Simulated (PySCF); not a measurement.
Spectra and structures to be paired. Method: PySCF 2.14.0, density-fitted response routines, TDDFT CAM-B3LYP/def2-SVPD, vertical, gas phase, core orbitals frozen in the response. Geometries: GFN2-xTB; one conformer of each isolated species. Triplets are in the Tamm–Dancoff approximation.

A. `O=C1C=CC(=O)C1F`
B. `C=CCOC(=S)CF`
C. `O=Cc1coc(F)c1`
D. `FC(=O)c1ccc(o1)C`
E. `CCC=C(C)C`

Lowest singlet levels (six at most, fewer where fewer were computed) with oscillator strengths:

1. 315 nm (f 0.000); 250 nm (f 0.063); 195 nm (f 0.106); 187 nm (f 0.001); 178 nm (f 0.421); 164 nm (f 0.003); T1 3.27 eV
2. 355 nm (f 0.000); 223 nm (f 0.158); 192 nm (f 0.125); 188 nm (f 0.005); 182 nm (f 0.024); 182 nm (f 0.025); T1 3.15 eV
3. 191 nm (f 0.011); 177 nm (f 0.434); 169 nm (f 0.018); 166 nm (f 0.040); 156 nm (f 0.058); 151 nm (f 0.016); T1 4.40 eV
4. 244 nm (f 0.414); 224 nm (f 0.000); 193 nm (f 0.032); 185 nm (f 0.000); 167 nm (f 0.275); 164 nm (f 0.005); T1 3.22 eV
5. 382 nm (f 0.000); 319 nm (f 0.000); 233 nm (f 0.000); 209 nm (f 0.002); 206 nm (f 0.361); 176 nm (f 0.010); T1 2.81 eV

**Question.** Which spectrum belongs to which structure?

**Answer.** 1 = C, 2 = B, 3 = E, 4 = D, 5 = A.
- A: S1 at 3.25 eV, HOMO→LUMO (92%); Löwdin shares by element: HOMO oxygen 56%, carbon 21% or more (atoms not listed hold the other 23%); LUMO carbon 42% or more, oxygen 27% (atoms not listed hold the other 31%); HOMO -9.37 and LUMO -2.11 eV; point group Cs, 3 of its 6 listed states under f = 0.0005.
- B: S1 at 3.50 eV, HOMO→LUMO (98%); S1 has the pattern of n→π* at C=S; HOMO -8.25 and LUMO -0.53 eV.
- C: S1 at 3.94 eV, HOMO-1→LUMO (94%); Löwdin shares by element: HOMO carbon 76% or more (atoms not listed hold the other 24%); LUMO carbon 58% or more, oxygen 22% or more (atoms not listed hold the other 20%); HOMO -8.61 and LUMO -0.84 eV; point group Cs, 1 of its 6 listed states under f = 0.0005.
- D: S1 at 5.08 eV, HOMO→LUMO (97%); Löwdin shares by element: HOMO carbon 72% or more (atoms not listed hold the other 29%); LUMO carbon 48% or more, oxygen 16% or more (atoms not listed hold the other 36%); HOMO -8.53 and LUMO -0.79 eV.
- E: S1 at 6.49 eV, HOMO→LUMO (88%); Löwdin shares by element: HOMO carbon 77% or more (atoms not listed hold the other 23%); LUMO carbon 43% or more (atoms not listed hold the other 57%); HOMO -7.98 and LUMO 1.32 eV.
